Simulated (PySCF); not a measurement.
SMILES c1ccoc1/C=C\C#C (C8H6O), singlet, GFN2-xTB optimised geometry.

```
15

C      0.18     2.61     0.00
C      0.93     1.67     0.00
C      1.87     0.62     0.00
C      1.55    -0.68     0.00
C      0.23    -1.24     0.00
C     -0.16    -2.56     0.00
C     -1.57    -2.56     0.00
C     -1.94    -1.25     0.00
O     -0.87    -0.44     0.00
H     -0.50     3.41     0.01
H      2.91     0.92     0.00
H      2.34    -1.42     0.00
H      0.49    -3.41     0.00
H     -2.22    -3.41     0.00
H     -2.91    -0.78     0.00
```

Density from PBE0/def2-TZVP (PySCF) at that geometry.

Minimum of the electron density along straight lines between bonded atoms, close to the bond critical point (lines longer than 1.1 times the sum of covalent radii, or with two minima, are not listed):

```
bond    length / Å  ρ at the minimum / e bohr⁻³  ∇²ρ there / e bohr⁻⁵  position (fraction from the first atom)
------  ----------  ---------------------------  --------------------  ---------------------------------------
C1–C2        1.203                        0.417                 -1.21                                     0.48
C2–C3        1.404                        0.302                 -0.89                                     0.53
C3–C4        1.344                        0.342                 -1.04                                     0.50
C4–C5        1.434                        0.295                 -0.86                                     0.49
C5–C6        1.378                        0.328                 -0.96                                     0.52
C6–C7        1.409                        0.303                 -0.84                                     0.50
C7–C8        1.363                        0.335                 -0.99                                     0.48
C5–O9        1.353                        0.293                 -0.29                                     0.33
C8–O9        1.339                        0.300                 -0.19                                     0.33
C1–H10       1.049                        0.299                 -1.14                                     0.66
C3–H11       1.083                        0.285                 -1.01                                     0.65
C4–H12       1.081                        0.288                 -1.03                                     0.65
C6–H13       1.071                        0.291                 -1.06                                     0.65
C7–H14       1.071                        0.291                 -1.06                                     0.65
C8–H15       1.072                        0.296                 -1.10                                     0.66
```
